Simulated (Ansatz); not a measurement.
Basis-set extrapolation for C₂H₆O₂Si₂ (`O[SiH2]C#C[SiH2]O`) (PBE0-D4/def2-TZVP geometry, frozen core, the Gaussian-basis code of Ansatz). Multiplicity 1, RHF reference.

```
                      def2-TZVPP   def2-QZVPP
                 HF  -807.012008  -807.041042
    MP2 correlation    -1.015392    -1.092821
CCSD(T) correlation    -1.096362      not run
```

Energies in hartree. Use E(X) = E(∞) + A·exp(−7.88·√X) for Hartree–Fock and E(X) = E(∞) + B·X^(−2.97) for correlation, with X = 3 and 4, and add CCSD(T) minus MP2 of the smaller set to the MP2 limit.

Question: What is the CCSD(T) energy at the basis-set limit?

Answer: HF limit: -807.041042 + (-0.029034) × 0.13774 = -807.04504. MP2 limit: -1.092821 + (-0.077429) × 0.74074 = -1.15018. Higher-order term: -1.096362 − (-1.015392) = -0.08097. Total: -808.27619 hartree, 440.6 kJ/mol below CCSD(T)/def2-TZVPP.
